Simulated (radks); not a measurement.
Spherical jellium clusters: N electrons in a uniform positive sphere of charge N and radius rs N^(1/3), rs = 4.91 bohr. Method: non-relativistic Kohn-Sham, PBEsol, spin-polarised, spherical densities; computed with a radial shooting solver with Libxc functionals. Levels are named by radial order and angular momentum (1s, 1p, 1d, 2s, ...), and open shells are averaged over m. Each electron was tried in the lowest free levels, single moves between levels near the top were tried too, and the lowest total energy was kept; such a search can miss a lower state. The series stops at N = 12: beyond it a trial failed or the search could not be trusted, so later rows were left out. Energies include the self-energy of the background; IP and EA are vertical (highest electron removed, lowest free level filled), at fixed background; spill-out counts the electrons outside the background radius R, and alpha is the static dipole polarisability from linear response (closed shells only). A dash means not computed or, for alpha, an open shell; in EA it means that no bound solution was reached, which is typical of self-interaction and does not show that the anion is unstable. Real open-shell clusters deform, which this model forbids.

N	open shells	2S	E(N+1) + E(N-1) - 2E(N) (eV)	EA (eV)	-e(HOMO) (eV)	spill-out (e)
1	1s(up 1, down 0)	1	-	-	2.647	0.30
2	none	0	0.690	-	2.696	0.45
3	1p(up 1, down 0)	1	-0.518	-	1.982	0.71
4	1p(up 2, down 0)	2	-0.323	-	2.369	0.85
5	1p(up 3, down 0)	3	0.365	-	2.607	0.95
6	1p(up 3, down 1)	2	-0.328	-	2.319	1.07
7	1p(up 3, down 2)	1	-0.209	1.382	2.566	1.17
8	none	0	0.816	-	2.730	1.25
9	1d(up 1, down 0)	1	-0.212	-	1.968	1.40
10	1d(up 2, down 0)	2	-0.170	1.103	2.163	1.51
11	1d(up 3, down 0)	3	-0.141	1.267	2.316	1.61
12	1d(up 4, down 0)	4	-	1.403	2.440	1.70

All shells are closed at N = 2, 8 (there: 1s2 1p6); the second difference of the energy has clear peaks (12 % above both neighbours; the first and last values, which can be the largest, are not judged, and half-filled shells can peak too) at N = 5, 8.
